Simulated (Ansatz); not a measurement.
The cluster Sc₃, relaxed as a doublet with UKS r2SCAN-D4/def2-TZVP in Ansatz, starting from the GFN2-xTB geometry. Force threshold 0.02 eV/Å.

The charge 0 doublet is spin-contaminated (final ⟨S²⟩ up to 2.33, 0.75 for a pure state). The relaxation made no stability test and no search for a lower SCF solution. The structure comes from a short search, and lower isomers may exist.

Start:

Cartesian coordinates in Å:
```
Sc 1.046 -0.857 -1.166
Sc -0.601 -0.849 1.453
Sc -0.445 1.705 -0.286
```

Question: Estimate the energy that the relaxation releases and the steps that it takes.

Answer: 0.24 eV, in 5 steps; 59 s on 4 threads of Arm Neoverse V2 on a shared host. No frequencies were taken in this run, so the end may be a saddle point.

Question: Does the start keep its bonding and symmetry?

Answer: By distances, no bond broke or formed. The bond that changes most is Sc1–Sc3, from 3.09 to 2.79 Å (atoms count from 1). Point group D3h at the start, C2v at the end, both within 0.05 Å.

Question: Predict the relaxed structure.

Answer: 
```xyz
3

Sc    0.9533   -0.7562   -1.0775
Sc   -0.5635   -0.7957    1.3622
Sc   -0.3897    1.5519   -0.2847
```
Bond lengths (bridged metal pairs left out): 3 × Sc–Sc 2.79 to 2.87 Å.
